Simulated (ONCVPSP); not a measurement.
## Configuration tests for caesium (Cs) (ONCV)

Cs (Z = 55), optimised norm-conserving Vanderbilt (ONCV), made with ONCVPSP 4.0.1 (PBE, scalar-relativistic). Core [Kr] 4d10, reference 5s2 5p6 6s1. Waves: 5s+6s: rc 3.30 bohr, ncon 3, nbas 6, qcut 4.4 1/bohr, 2 projectors; 5p: rc 3.25 bohr, ncon 4, nbas 7, qcut 5 1/bohr, 3 projectors, debl 0.8 Ha; d scattering state at 0.45 Ha: rc 2.45 bohr, ncon 3, nbas 7, qcut 4.5 1/bohr, 3 projectors, debl 3.6 Ha. Local part: polynomial inside 1.75 bohr (lpopt 5, dvloc0 6 Ha). Core correction: Teter function fitted to the true core (icmod 2), fcfact 0.2.

In the d channel the program set the typed energies aside and used 0.050, 3.650, 7.250 Ha.

Energies are relative to the spin-unpolarised reference configuration 5s2 5p6 6s1; without spin polarisation the order of configurations can differ from experiment.

**Question.** Give the all-electron excitation energy and the error of the potential for: 5s2 5p6 6s0; 5s2 5p6 6s0.5; 5s2 5p6 6s0 6p1; 5s1 5p6 6s1.

**Answer.**

| valence configuration | charge | ΔE all-electron (eV) | error AE − PS (meV) |
| --- | --- | --- | --- |
| 5s2 5p6 6s0 | +1 | 3.863 | -0.3 |
| 5s2 5p6 6s0.5 | +0.5 | 1.471 | -0.1 |
| 5s2 5p6 6s0 6p1 | 0 | 1.371 | -0.1 |
| 5s1 5p6 6s1 | +1 | 31.683 | -208 |
